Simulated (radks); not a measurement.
Spherical jellium clusters: N electrons in a uniform positive sphere of charge N and radius rs N^(1/3), rs = 2.61 bohr. Level of theory: non-relativistic Kohn-Sham, LDA (Slater exchange, Perdew-Wang correlation), spin-polarised, spherical densities (a radial shooting solver with Libxc functionals). Levels are named by radial order and angular momentum (1s, 1p, 1d, 2s, ...), and open shells are averaged over m. Each electron was tried in the lowest free levels, single moves between levels near the top were tried too, and the lowest total energy was kept; such a search can miss a lower state. Energies include the self-energy of the background; IP and EA are vertical (highest electron removed, lowest free level filled), at fixed background; spill-out counts the electrons outside the background radius R, and alpha is the static dipole polarisability from linear response (closed shells only). A dash means not computed or, for alpha, an open shell; in EA it means that no bound solution was reached, which is typical of self-interaction and does not show that the anion is unstable. Real open-shell clusters deform, which this model forbids.

N,open shells,2S,E/N (eV),E(N+1) + E(N-1) - 2E(N) (eV),EA (eV),spill-out (e),alpha/R^3
1,"1s(up 1, down 0)",1,-0.526,-,-,0.54,-
2,none,0,-1.277,2.126,-,0.76,2.125
3,"1p(up 1, down 0)",1,-0.819,-0.941,-,1.16,-
4,"1p(up 2, down 0)",2,-0.825,-0.821,-,1.41,-
5,"1p(up 3, down 0)",3,-0.993,0.338,-,1.59,-
6,"1p(up 3, down 1)",2,-1.048,-0.672,-,1.77,-
7,"1p(up 3, down 2)",1,-1.184,-0.512,2.081,1.92,-
8,none,0,-1.350,2.477,-,2.04,1.745
9,"1d(up 1, down 0)",1,-1.204,-0.438,-,2.29,-
10,"1d(up 2, down 0)",2,-1.131,-0.408,-,2.49,-
11,"1d(up 3, down 0)",3,-1.108,-0.369,-,2.66,-
12,"1d(up 4, down 0)",4,-1.119,-0.329,-,2.80,-
13,"1d(up 5, down 0)",5,-1.155,0.385,-,2.93,-
14,"1d(up 5, down 0) 2s(up 1, down 0)",6,-1.157,-0.150,-,3.21,-
15,"1d(up 5, down 2)",3,-1.170,-0.388,1.792,3.19,-
16,"1d(up 5, down 3)",2,-1.205,-0.261,2.049,3.30,-
17,"1d(up 5, down 4)",1,-1.251,-0.232,2.276,3.40,-
18,none,0,-1.305,0.254,2.112,3.50,1.567
19,"2s(up 1, down 0)",1,-1.340,0.216,2.016,3.71,-
20,none,0,-1.361,1.414,-,3.95,1.623
21,"1f(up 1, down 0)",1,-1.312,-0.235,-,4.09,-
22,"1f(up 2, down 0)",2,-1.279,-0.221,-,4.22,-
23,"1f(up 3, down 0)",3,-1.258,-0.207,-,4.33,-
24,"1f(up 4, down 0)",4,-1.247,-0.193,1.540,4.44,-
25,"1f(up 5, down 0)",5,-1.245,-0.180,1.714,4.54,-
26,"1f(up 6, down 0)",6,-1.250,-0.169,1.874,4.63,-
27,"1f(up 7, down 0)",7,-1.261,0.446,1.439,4.71,-
28,"1f(up 7, down 1)",6,-1.255,-0.181,1.625,4.81,-
29,"1f(up 7, down 2)",5,-1.256,-0.168,1.795,4.90,-
30,"1f(up 7, down 3)",4,-1.263,-0.157,1.952,4.99,-
31,"1f(up 7, down 4)",3,-1.274,-,2.097,5.08,-

All shells are closed at N = 2, 8, 18, 20 (there: 1s2 1p6 1d10 2s2); the second difference of the energy has clear peaks (12 % above both neighbours; the first and last values, which can be the largest, are not judged, and half-filled shells can peak too) at N = 5, 8, 13, 18, 20, 27.
